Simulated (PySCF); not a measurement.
Two species compared at the same levels of theory.

First species: C₂H₁₂N₂Si₂.
SMILES: `CCN[SiH2][SiH2]N`

Second species: C₆H₈NP.
Cartesian coordinates in Å at the GFN2-xTB level; atoms count from 1:
```
atom  x, y, z in Å
C1    -2.2488    0.4956    0.9791
C2    -1.5513    0.2335   -0.3563
C3    -0.0744    0.0520   -0.1399
C4     0.4286   -1.2105    0.1239
N5     1.6796   -1.5466    0.3830
C6     2.6258   -0.6263    0.4126
C7     2.4627    0.7271    0.1940
P8     0.9406    1.4739   -0.1665
H9    -1.8383    1.3892    1.4466
H10   -3.3158    0.6407    0.8295
H11   -2.1015   -0.3437    1.6554
H12   -1.9722   -0.6634   -0.8168
H13   -1.7284    1.0812   -1.0233
H14   -0.2609   -2.0510    0.1223
H15    3.6153   -1.0136    0.6334
H16    3.3315    1.3708    0.2466
```

Levels: B3LYP/def2-SVPD for dipole moment, HOMO energy, LUMO energy, HOMO–LUMO gap, static isotropic polarisability and electronic spatial extent ⟨r²⟩ about the centre of nuclear charge; TDDFT B3LYP/def2-SVPD for lowest singlet excitation; TDA B3LYP/def2-SVPD for lowest triplet excitation (Tamm–Dancoff); GFN2-xTB for rotational constant A and rotational constant C. Geometries: GFN2-xTB. All species are isolated and taken at one optimised geometry, non-relativistic unless stated; the electronic structure was computed with PySCF and density fitting.

Dipoles, sizes and rotational constants follow the conformer. The torsions of the flexible species, by atom-mapped SMILES:
- `[CH3:1][CH2:2][NH:3][SiH2:4][SiH2:5][NH2:6]`: C1–C2–N3–Si4 145°, C2–N3–Si4–Si5 -52°, N3–Si4–Si5–N6 -152°, H–N6–Si5–Si4 47°, H–N6–Si5–Si4 -175°
- `[CH3:1][CH2:2][c:3]1[cH:4][n:5][cH:6][cH:7][p:8]1`: C1–C2–C3–C4 89°

Values for the first species:

```
Dipole moment                                                     : 0.87 D
HOMO energy                                                       : -6.35 eV
LUMO energy                                                       : -0.63 eV
HOMO–LUMO gap                                                     : 5.72 eV
Lowest singlet excitation                                         : 4.78 eV
Lowest triplet excitation (Tamm–Dancoff)                          : 4.57 eV
Static isotropic polarisability                                   : 98.3 au
Electronic spatial extent ⟨r²⟩ about the centre of nuclear charge : 1370 bohr²
Rotational constant A                                             : 4.163 GHz
Rotational constant C                                             : 0.890 GHz
```

(1) Estimate the same properties for the second species, and the change in each.

Results:

(1) 
```
                                                         property       first      second  second less first
                                                    dipole moment      0.87 D      1.24 D            +0.37 D
                                                      HOMO energy    -6.35 eV    -7.06 eV           -0.71 eV
                                                      LUMO energy    -0.63 eV    -2.15 eV           -1.52 eV
                                                    HOMO–LUMO gap     5.72 eV     4.91 eV           -0.81 eV
                                        lowest singlet excitation     4.78 eV     3.80 eV           -0.98 eV
                         lowest triplet excitation (Tamm–Dancoff)     4.57 eV     3.22 eV           -1.35 eV
                                  static isotropic polarisability     98.3 au    100.3 au            +2.0 au
electronic spatial extent ⟨r²⟩ about the centre of nuclear charge  1370 bohr²  1133 bohr²         -237 bohr²
                                            rotational constant A   4.163 GHz   3.154 GHz         -1.009 GHz
                                            rotational constant C   0.890 GHz   1.072 GHz         +0.182 GHz
```

On the first: In wavenumbers S1 is 38600 cm⁻¹ (1 eV = 8065.54 cm⁻¹). A dipole of 0.87 D is allowed in C1, and pure rotational transitions are dipole-allowed.

On the second: The vertical singlet–triplet gap S1 − T1 is 0.58 eV (TDDFT singlet less Tamm–Dancoff triplet; S1: HOMO→LUMO, weight 0.99; T1: HOMO→LUMO, weight 0.97). In wavenumbers S1 is 30600 cm⁻¹ (1 eV = 8065.54 cm⁻¹).
